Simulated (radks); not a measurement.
The numbers below are computed, except where a source is named.
Exchange energies: the exact (Fock) value of the Kohn-Sham orbitals and density-functional approximations, as 100 (|E| - |E exact|)/|E exact|, negative where the magnitude is too small. Species: Os3+ [Xe] 4f14 5d5; Al2+ [Ne] 3s1. Level of theory: non-relativistic Kohn-Sham, LDA (Slater exchange, Perdew-Wang correlation), spin-polarised, spherical densities, point nucleus (a radial shooting solver on a logarithmic mesh with Libxc functionals). Every spin shell is full or empty, so the densities are truly spherical. Functionals are evaluated on that one density, not self-consistently.

| functional | Os3+ | Al2+ |
|---|---|---|
| exact (hartree) | -316.106 | -17.6117 |
| LDA | -3.83 | -8.47 |
| B88 | +0.14 | +0.08 |
| PW86 | -0.30 | +0.66 |
| OPTX | +1.91 | +0.04 |
| WC | -0.57 | -1.66 |
| B86b | +0.07 | +0.17 |
| APBE | +0.32 | +0.70 |
| SCAN | +0.11 | +0.34 |
| MVS | +0.12 | -0.15 |
